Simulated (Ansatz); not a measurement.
The cluster Si₂Au₂, 4 atoms. Hardware: 4 threads of Arm Neoverse N1 on a shared host.

In the def2 sets Au takes a core potential; there is no spin–orbit coupling. Correlated methods freeze 10 core orbitals; core or outer-core shells of Au are correlated, in sets that lack core-valence functions.

How many basis functions does each of these Ansatz runs have, and roughly what does it cost? r2SCAN0-D4/def2-TZVP, charge 0 triplet, energy, from earlier orbitals; LDA (SPW92)/def2-TZVP, charge 0 quintet, energy, from earlier orbitals; HF/def2-TZVP, charge 0 quintet, energy, from earlier orbitals; LC-ωPBE (ω = 0.15 bohr⁻¹)/def2-TZVP, charge 1 doublet at the geometry of the charge 0 singlet, energy, from earlier orbitals; LDA (SPW92)/def2-TZVP, charge 0 singlet, energy, from earlier orbitals; CCSD(T)/def2-TZVP, charge 0 singlet, energy, from earlier orbitals; LC-ωPBE (ω = 0.15 bohr⁻¹)/def2-TZVP, charge -1 doublet at the geometry of the charge 0 singlet, energy, from earlier orbitals; LC-ωPBE (ω = 0.30 bohr⁻¹)/def2-TZVP, charge 0 singlet, energy, from earlier orbitals; LDA (SPW92)/def2-TZVP, charge 0 triplet, energy, from earlier orbitals; PBE0-D4/def2-TZVP, charge 0 singlet, energy, from earlier orbitals; r2SCAN-D4/def2-SVP, charge 1 doublet, relaxation, 4 steps; PBE-D4/def2-TZVP, charge 0 triplet, energy, from earlier orbitals.

Other jobs shared the machine, so times can vary by a factor of up to 3. A dash marks memory too small to be measured apart from the calling script's.

| run | functions | fitting or Cholesky vectors | wall time | peak host memory (GiB) |
| --- | --- | --- | --- | --- |
| LDA (SPW92)/def2-TZVP, charge 0 singlet, energy, from earlier orbitals | 154 | 1220 | 1.6 s | – |
| LDA (SPW92)/def2-TZVP, charge 0 triplet, energy, from earlier orbitals | 154 | 1220 | 2.4 s | – |
| LDA (SPW92)/def2-TZVP, charge 0 quintet, energy, from earlier orbitals | 154 | 1220 | 2.7 s | – |
| PBE0-D4/def2-TZVP, charge 0 singlet, energy, from earlier orbitals | 154 | 1358 | 3.9 s | – |
| LC-ωPBE (ω = 0.30 bohr⁻¹)/def2-TZVP, charge 0 singlet, energy, from earlier orbitals | 154 | 1220 | 4.2 s | – |
| PBE-D4/def2-TZVP, charge 0 triplet, energy, from earlier orbitals | 154 | 1220 | 4.7 s | – |
| LC-ωPBE (ω = 0.15 bohr⁻¹)/def2-TZVP, charge 1 doublet at the geometry of the charge 0 singlet, energy, from earlier orbitals | 154 | 1220 | 7 s | – |
| HF/def2-TZVP, charge 0 quintet, energy, from earlier orbitals | 154 | 1185 | 10 s | – |
| LC-ωPBE (ω = 0.15 bohr⁻¹)/def2-TZVP, charge -1 doublet at the geometry of the charge 0 singlet, energy, from earlier orbitals | 154 | 1220 | 18 s | – |
| r2SCAN0-D4/def2-TZVP, charge 0 triplet, energy, from earlier orbitals | 154 | 1358 | 19 s | 0.64 |
| r2SCAN-D4/def2-SVP, charge 1 doublet, relaxation, 4 steps | 100 | 1032 | 49 s | – |
| CCSD(T)/def2-TZVP, charge 0 singlet, energy, from earlier orbitals | 154 | 1188 | 1.7 min | 1.5 |
